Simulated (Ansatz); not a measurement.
Start from `C=[CH][Al]([CH3])[SiH3]` and change one atom or group to get `[CH3][Al]([AlH2])[SiH3]`.

Ansatz, PBE0-D4/def2-TZVP geometries, multiplicity 1. Each molecule was computed in one conformer, which needn't be the lowest.

| property | `C=[CH][Al]([CH3])[SiH3]` |
| --- | --- |
| HOMO–LUMO gap (B3LYP/def2-TZVPP) / eV | 5.19 |
| LUMO energy (PBE0/def2-TZVPP) / eV | -1.65 |
| HOMO–LUMO gap (PBE0/def2-TZVPP) / eV | 5.58 |
| HOMO energy (PBE0/def2-TZVPP) / eV | -7.23 |
| HOMO energy (B3LYP/def2-TZVPP) / eV | -7.03 |
| size of the dipole moment (ωB97M-V/def2-TZVPP) / D | 1.37 |

Give the same properties after the change, and the shifts. (Estimate.)

The calculation gave: 
```
                                          property  `[CH3][Al]([AlH2])[SiH3]`  shift
             HOMO–LUMO gap (B3LYP/def2-TZVPP) / eV                       4.10  -1.09
                LUMO energy (PBE0/def2-TZVPP) / eV                      -2.11  -0.46
              HOMO–LUMO gap (PBE0/def2-TZVPP) / eV                       4.43  -1.15
                HOMO energy (PBE0/def2-TZVPP) / eV                      -6.54   0.69
               HOMO energy (B3LYP/def2-TZVPP) / eV                      -6.36   0.67
size of the dipole moment (ωB97M-V/def2-TZVPP) / D                       1.40   0.03
```

With PBE0 the HOMO rises by 0.69 eV and the LUMO falls by 0.46 eV, so the gap narrows by about 1.15 eV. PBE moves the HOMO by 0.56 eV and ωB97M-V by 0.86 eV. Dipoles are sizes alone; their direction can turn.

B3LYP here is the variant with VWN-RPA as its local correlation; programs differ in this.
